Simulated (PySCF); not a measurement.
# How the method moves the HOMO and LUMO of `BNBC#CC#C`

Compound: C4H5B2N.
Cartesian coordinates in Å at the PBE0-D3(BJ)/def2-SVP level; atoms count from 1:
```
atom  x, y, z in Å
B1    -2.5802   -0.6119    0.0697
N2    -1.1744   -0.4310    0.1317
B3    -0.4981    0.6591    0.7478
C4     1.0245    0.7325    0.7436
C5     2.2493    0.8056    0.7523
C6     3.6147    0.8861    0.7594
C7     4.8301    0.9556    0.7642
H8    -3.2961    0.2159    0.5768
H9    -3.0259   -1.5873   -0.4877
H10   -0.5932   -1.1424   -0.3032
H11   -1.1479    1.5267    1.2770
H12    5.9033    1.0175    0.7677
```

Basis pcSseg-1 throughout (PySCF), one geometry. Isolated species at its PBE0-D3(BJ)/def2-SVP geometry (one conformer only).

How do the orbital energies, the gap and the dipole change with the method?

```
   method                    kind  HOMO (eV)  LUMO (eV)  gap (eV)  μ (D)  SCF cycles
     BLYP                     GGA      -6.34      -3.01      3.33   1.99          17
    B97-D                     GGA      -6.46      -3.04      3.41   1.94          17
      KT2                     GGA      -6.54      -3.21      3.34   1.98          18
      LDA                     LDA      -6.74      -3.49      3.25   2.06          17
    B3LYP           global hybrid      -7.36      -2.51      4.86   1.87          15
CAM-B3LYP  range-separated hybrid      -8.82      -1.26      7.55   1.77          14
  LC-wPBE  range-separated hybrid     -10.16      -0.23      9.94   1.69          15
```

The HOMO spans 3.82 eV, from BLYP down to LC-wPBE, and the gap runs from 3.25 eV (LDA) to 9.94 eV (LC-wPBE). The dipole ranges from 1.69 D (LC-wPBE) to 2.06 D (LDA). This basis has no diffuse functions.
